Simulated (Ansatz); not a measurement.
H₂O₄W, charge -1, doublet, geometry from GFN2-xTB (such geometries of metal compounds can be far from the true shape) (the multiplicity is a formal guess) (core potentials on W) (a gas-phase anion, which may not be bound at this level); HF/def2-SVP (Ansatz, a first-principles code).

Ansatz was given this input:
Ansatz 0.2 input:
```yaml
crystal:
  periodic: [false, false, false]
  atoms:
    - {symbol: W, position_ang: [0.12129397, 0.00052045, 0.01790949]}
    - {symbol: O, position_ang: [1.24988859, 0.00220105, -1.27391859]}
    - {symbol: O, position_ang: [0.82836272, 0.00671635, 1.58077987]}
    - {symbol: O, position_ang: [-1.32346865, -1.06762787, -0.99928424]}
    - {symbol: H, position_ang: [-0.98939515, -1.08854339, -1.90547988]}
    - {symbol: O, position_ang: [-1.56470651, 1.05523523, 0.57283479]}
    - {symbol: H, position_ang: [-1.50696793, 1.07783194, 1.53688289]}
basis:
  gaussian:
    orbitals: def2-SVP
hamiltonian:
  xc: hf
total_charge: -1
magnetization: {spin_polarized: true, initial_magnetization: 1}
```

Task: Predict the main parts of the log of this Ansatz run.

Result: 
```
Functional definition: HF
933 factors; integrals over basis functions are off by at most 9.8e-4 eV
mean field evaluation 1: about -9971.6502 eV, gradient 5.0e1 eV
mean field evaluation 2: about -9971.8542 eV, gradient 5.1e1 eV
mean field evaluation 4: about -9982.9496 eV, gradient 5.5e0 eV
mean field evaluation 8: about -9983.4184 eV, gradient 6.7e-1 eV
mean field evaluation 16: about -9983.4457 eV, gradient 2.7e-5 eV
mean field evaluation 32: about -9981.0010 eV, gradient 4.8e0 eV
mean field -9983.44566248 eV, -366.8848610736 hartree, gradient 5.9e-5 eV, S^2 0.774023; 0 other end points of the search recorded, 0 dependent functions left out
reference -9983.44566248 eV, -366.8848610736 hartree; 25, 24 occupied and 73, 74 virtual orbitals, 933 factors
Total energy: -9983.44566248 eV, -366.8848610736 hartree
```
